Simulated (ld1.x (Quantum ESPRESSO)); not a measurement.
## Logarithmic derivatives: Rb, RRKJ

- Element: Rb
- Generator: ld1.x (Quantum ESPRESSO) 7.5
- Type: norm-conserving RRKJ (Kleinman–Bylander form)
- Functional: LDA (PZ)
- Relativity: fully relativistic
- Frozen core: [Ar] 3d10 4s2
- Valence charge: 7
- Reference configuration: 4p6 5s1 5p0
- Partial waves: 4p (bound): rc 1.65 bohr; 4d channel at 0.5 Ry: rc 2.55 bohr; 5s (bound): rc 3.20 bohr
- Local potential: the s channel
- Core correction: a·sin(br)/r model core, default radius (core density twice the valence density)

Open shells are filled in proportion to 2j + 1 (rel_dist='average').

The phase is arctan(r·u′/u) with u = r·R(r), unwrapped; energies in Ry, scanned from -3 to 5 Ry. A pole is an energy at which the radial function vanishes at the test radius. The pseudo phase is shifted by a multiple of π to meet the all-electron one at the reference energy, and phase errors are pseudo minus all-electron; the curves can meet again beyond the range given. Levels narrower than the energy grid can be missing from the lists of poles.

| channel | radius (bohr) | reference energy (Ry) | poles, all-electron | poles, pseudo | unbroken range about the reference energy with phases within 0.05 rad | phase error 1 Ry above the reference energy (rad) |
| --- | --- | --- | --- | --- | --- | --- |
| s | 3.52 | -0.17 | -2.33, 1.54 | 1.02, 3.14 | -2.2 to 0.2 | -0.086 |
| p1/2 | 3.52 | -1.22 | -1.15, 2.30 | -1.15, 3.77 | -1.3 to -0.4 | +0.074 |
| p3/2 | 3.52 | -1.16 | -1.07, 2.37 | -1.07, 3.83 | -1.2 to -0.4 | +0.077 |
| d3/2 | 3.52 | 0.50 | 0.66, 3.92 | 0.67 | 0.2 to 1.3 | +0.109 |
| d5/2 | 3.52 | 0.50 | 0.67, 3.94 | 0.68 | 0.2 to 1.3 | +0.105 |

Phases in the d5/2 channel:

```tsv
E (Ry)	all-electron	pseudo
-3.00	1.407	1.408
-2.76	1.400	1.401
-2.52	1.392	1.394
-2.28	1.383	1.385
-2.04	1.371	1.374
-1.80	1.358	1.362
-1.56	1.342	1.347
-1.32	1.322	1.327
-1.08	1.294	1.302
-0.84	1.255	1.266
-0.60	1.193	1.209
-0.36	1.075	1.104
-0.12	0.759	0.827
0.12	-0.434	-0.328
0.36	-1.295	-1.290
0.60	-1.531	-1.530
0.84	-1.648	-1.639
1.08	-1.739	-1.714
1.32	-1.840	-1.784
1.56	-1.995	-1.864
1.80	-2.332	-1.977
2.04	-3.220	-2.168
2.28	-4.055	-2.561
2.52	-4.360	-3.303
2.76	-4.494	-3.939
3.00	-4.571	-4.241
3.24	-4.621	-4.392
3.48	-4.658	-4.480
3.72	-4.688	-4.538
3.96	-4.714	-4.580
4.20	-4.738	-4.611
4.44	-4.761	-4.636
4.68	-4.786	-4.657
4.92	-4.813	-4.674
```
